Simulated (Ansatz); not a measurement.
Coupled-cluster run, C$_{2}$H$_{4}$BrClSi (`C=C[SiH](Cl)Br`).

```yaml
crystal:
  periodic: [false, false, false]
  atoms:
    - {symbol: C, position_ang: [-1.391655, -0.751319, -0.197571]}
    - {symbol: C, position_ang: [-0.613618, 0.143249, 0.405514]}
    - {symbol: Si, position_ang: [1.133153, 0.376091, -0.122681]}
    - {symbol: Cl, position_ang: [1.449962, 2.307820, -0.722898]}
    - {symbol: Br, position_ang: [2.505274, -0.059597, 1.560011]}
    - {symbol: H, position_ang: [-1.028598, -1.367339, -1.015820]}
    - {symbol: H, position_ang: [-2.424789, -0.909870, 0.097355]}
    - {symbol: H, position_ang: [-1.012428, 0.740427, 1.222091]}
    - {symbol: H, position_ang: [1.471098, -0.525862, -1.243001]}
basis:
  gaussian: {orbitals: def2-TZVPP}
correlation: {method: ccsd_t}
output: {orbitals: {seedname: orbitals}}
```

```sh
$ ansatz run in.yaml --threads 4 --pin off --events-out ev --progress --plain
```

The program prints (abridged):

```
Functional definition: HF
1512 factors; integrals over basis functions are off by at most 8.0e-4 eV
mean field evaluation 1: about -92490.2790 eV, gradient 2.9e1 eV
mean field evaluation 2: about -92490.5767 eV, gradient 2.9e1 eV
mean field evaluation 4: about -92493.0573 eV, gradient 3.2e0 eV
mean field evaluation 8: about -92493.1031 eV, gradient 1.9e-1 eV
mean field -92493.10327176 eV, -3399.0588511602 hartree, gradient 2.5e-6 eV, S^2 0.000000; 0 other end points of the search recorded, 0 dependent functions left out
21 core orbitals not correlated: weight in the atoms' cores, before any rotation towards them, 1.000 or more for the frozen orbitals, at most 0.000 for the correlated occupied ones
reference -92493.10327176 eV, -3399.0588511602 hartree; 20, 20 occupied and 209, 209 virtual orbitals, 1512 factors
second order -24.51758436 eV of doubles, -0.00000000 eV of singles
cycle   1  -25.09129544 eV  change   -5.7e-1 eV  update   9.9e-2
cycle   2  -25.68542965 eV  change   -5.9e-1 eV  update   2.9e-2
cycle   3  -25.78036928 eV  change   -9.5e-2 eV  update   1.3e-2
cycle   4  -25.76919435 eV  change    1.1e-2 eV  update   3.6e-3
cycle   5  -25.77006228 eV  change   -8.7e-4 eV  update   1.5e-3
cycle   6  -25.77067552 eV  change   -6.1e-4 eV  update   4.0e-4
cycle   7  -25.77056332 eV  change    1.1e-4 eV  update   1.6e-4
cycle   8  -25.77058586 eV  change   -2.3e-5 eV  update   4.9e-5
perturbative correction -1.08847336 eV, -0.0400006580 hartree
Total energy: -92519.96233098 eV, -3400.0459033806 hartree
```

Hardware: 4 threads of a server CPU on a shared host. Wall time 2.6 min, peak host memory 5.2 GiB.

The correlation energy is -26.859 eV, 4.1 % of it from (T); the T1 diagnostic reads 0.0091.
